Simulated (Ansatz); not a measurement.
Molecule: SbCl₂, charge 0, multiplicity 2. It need not be the lowest isomer of its formula. 
Coordinates optimised at B3LYP-D3(BJ)/def2-TZVP (Ansatz, an electronic-structure program):
```xyz
3

Sb    -0.3350    -0.1782     0.4828
Cl    -0.3456     1.8508    -0.7281
Cl     1.3505    -1.3162    -0.7202
```
Charge 0, spin multiplicity 2.

Quantity: atomisation energy (electronic, to ground-state atoms), in kJ/mol. Valence correlation only, unless marked. UHF or UKS for open shells. Spin-orbit coupling is left out. The frozen core is the preceding noble-gas configuration, with the filled d and f shells of earlier blocks. In def2 rows, elements after Kr have scalar-relativistic effective core potentials. The coupled-cluster limit lacks core correlation, which all-electron functionals hold. CBS marks a two-point X^-3 extrapolation of the correlation energy; Hartree-Fock from the larger set. The bracket is a focal-point correction in the basis named.

| level | program | atomisation energy (kJ/mol) |
|---|---|---|
| r2SCAN-D4/def2-TZVPD | Ansatz + dftd4 | 643.1 |
| B3LYP-D4/def2-TZVPD | Ansatz + dftd4 | (withheld) |
| PBE0-D4/def2-TZVP | Ansatz + dftd4 | (withheld) |
| PBE0/def2-QZVPP | Ansatz | 632.5 |
| LC-wPBE-D4/def2-TZVPD | Ansatz + dftd4 | 605.0 |
| RI-MP2/CBS(def2-TZVPPD,def2-QZVPPD)+[CCSD(T)-MP2]/def2-TZVPPD | Ansatz | (withheld) |

Problem. Fill in the missing entries.

Solution. 
- B3LYP-D4/def2-TZVPD, atomisation energy (kJ/mol): 635.3
- PBE0-D4/def2-TZVP, atomisation energy (kJ/mol): 636.3
- RI-MP2/CBS(def2-TZVPPD,def2-QZVPPD)+[CCSD(T)-MP2]/def2-TZVPPD, atomisation energy (kJ/mol): 617.0
